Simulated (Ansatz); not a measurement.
Cl₃HSiTe, SMILES `Cl[Si](Cl)(Cl)[TeH]`, relaxed with RKS PBE0-D4/def2-TZVP in the Gaussian-basis code of Ansatz from a PBE-D4/def2-SVP geometry. The force threshold is 0.005 eV/Å; the program also tests the step.

Total charge 0; spin multiplicity 1. Te: def2 effective core potential.

Start:

```xyz
6

Cl   -1.105   -0.855    1.700
Si   -0.288    0.376    0.253
Cl   -1.709    1.757   -0.340
Cl    1.295    1.373    1.133
Te    0.366   -0.857   -1.819
H     1.441   -1.795   -0.926
```

Q: How much energy does the relaxation release, and in how many steps? (Estimate.)

A: The calculation gave: 0.04 eV, in 4 steps.

Q: Which bonds change most? (Best estimate.)

A: Computed: Si2–Cl3 from 2.068 to 2.037 Å; Si2–Cl4 from 2.068 to 2.036 Å; Cl1–Si2 from 2.068 to 2.036 Å; Si2–Te5 from 2.498 to 2.468 Å.

Q: Give the relaxed structure. (An estimate is asked.)

A: The calculation gave: 
```xyz
6

Cl   -1.091   -0.841    1.672
Si   -0.286    0.373    0.249
Cl   -1.686    1.736   -0.327
Cl    1.275    1.354    1.114
Te    0.365   -0.849   -1.794
H     1.424   -1.772   -0.913
```
